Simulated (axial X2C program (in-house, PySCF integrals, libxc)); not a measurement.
## Estimating the spin–orbit splitting of the π levels of SrBr⁻

All values were computed with an in-house relativistic program for diatomic molecules. Spin-free means the one-electron spin-free X2C Hamiltonian; two-component (2c) means X2C with spin–orbit coupling and atomic mean-field two-electron Coulomb and Gaunt terms, so the difference of the two also holds small scalar two-electron terms. Basis: Sr dyall-acv3z [14s13p9d6f1g], Br dyall-acv3z [9s10p7d5f1g] (cores contracted in-house); Gaussian nuclei, density fitting, unrestricted open shells. Masses: Sr 87.906 u, Br 78.918 u.

Hartree–Fock at 2.864 Å, closed shell. Valence p splittings ε(p3/2) − ε(p1/2) of spherical Dirac–Hartree–Fock atoms with fractionally filled p shells: Br 4p 0.556 eV.

```
filled π level (eV), spin-free  Sr p share  Br p share
                         -6.57      < 0.02        0.91
```

Task: In first order a p shell splits by 3ζ/2 and a π orbital by ζ. Estimate the splitting of each π level from the shares.

Result: level -6.57 eV: (2/3) × (0.91 × 0.556) = 0.34 eV.

The two-component Hartree–Fock calculation gives:

```tsv
ε(ω = 1/2) (eV)	σ share of it	ε(ω = 3/2) (eV)	splitting (eV)	estimate (eV)
-6.629	0.20	-6.391	0.24	0.34
```

The estimate leaves out the mixing of π1/2 with σ1/2 levels, which pushes the ω = 1/2 spinor up or down, the d and f parts of the orbital, small shares of the strongly split outer-core p shell of a metal, the Gaunt term (absent from the atomic values), and the change of the atomic p orbitals with charge; Löwdin shares depend on the basis.
